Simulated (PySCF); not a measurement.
**Low-lying terms of Zr⁴⁺ (zirconium, charge +4)**

Ground state [Kr], ¹S. Computed with PySCF 2.14 in aug-cc-pVTZ-PP with one added diffuse shell each of s, p, d, f, g type with ECP28MDF (7s7p6d4f3g, 113 functions), with a scalar-relativistic core potential. Vertical excitation energies in eV without spin-orbit coupling; excited terms of each kind are numbered among those the solver found.

| term | leading excitation | TDA-B3LYP | TD-B3LYP |
| --- | --- | --- | --- |
| 1 3P° | 4p → d | 30.401 | 30.317 |
| 1 3F° | 4p → d | 30.829 | 30.707 |
| 1 3D° | 4p → d | 32.644 | 32.642 |
| 1 1D° | 4p → d | 32.644 | 32.642 |
| 1 1F° | 4p → d | 33.119 | 33.117 |
| 1 1P° | 4p → s | 39.872 | 39.867 |
| 1 3S | 4p → p | 44.932 | 44.911 |
| 1 3D | 4p → p | 45.428 | 45.419 |
| 1 3P | 4p → p | 45.850 | 45.850 |
| 1 1P | 4p → p | 45.850 | 45.850 |
| 1 1D | 4p → p | 45.859 | 45.858 |
| 1 1S | 4p → p | 48.073 | 47.938 |
| 2 3D | 4s → d | 54.338 | 54.294 |
| 1 1G | 4p → f | 55.877 | 55.876 |

Where a singlet and its triplet coincide, the exchange integral that splits them vanishes by symmetry for a single excitation; correlation beyond this level separates them.

Oscillator strength of the first ¹S → ¹P° line: TDA-B3LYP 0.695, TD-B3LYP 0.716.

The spin-orbit splitting of the hole, absent here, rivals or exceeds the spacing of these terms, so the LS terms are model states.

The solver can miss terms.
